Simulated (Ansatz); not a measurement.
System: C5H3F7, net charge 0, singlet state. SMILES: FC1CC(F)(F)C(F)(F)C1(F)F
Structure (B3LYP-D3(BJ)/def2-TZVP (Ansatz, an electronic-structure program) minimum search):
```xyz
15

F     -2.6656    -0.2599     0.6189
C     -1.5210    -0.3521    -0.1373
C     -0.6280    -1.5157     0.3148
C      0.8246    -1.0500     0.1442
F      1.5360    -1.8552    -0.6802
F      1.4740    -1.0129     1.3345
C      0.7469     0.3969    -0.4371
F      1.7540     1.1869    -0.0515
F      0.7375     0.3230    -1.7921
C     -0.6433     0.8941     0.0224
F     -0.5683     1.2547     1.3267
F     -1.0726     1.9555    -0.6870
H     -1.8120    -0.4342    -1.1855
H     -0.8096    -1.7097     1.3709
H     -0.8086    -2.4252    -0.2517
```
Charge 0, spin multiplicity 1.

Parts of the frozen-core correlation energy in cc-pVDZ (Ansatz, hartree). Frozen orbitals: 12; correlated occupied orbitals by spin: 36 and 36; virtual: 135 and 135. Spin-orbit coupling is left out. Non-relativistic.

| term | value |
|---|---|
| reference (HF) | -887.18710 |
| MP2 opposite-spin | -1.41739 |
| MP2 same-spin | [?] |
| CCSD correlation | [?] |
| (T) | [?] |
| T1 diagnostic | 0.012 |
| largest doubles amplitude | 0.017 |

**Question.** Some entries are withheld; supply them.

**Answer.** 
- MP2 same-spin, value: -0.53080
- CCSD correlation, value: -1.99376
- (T), value: -0.04820
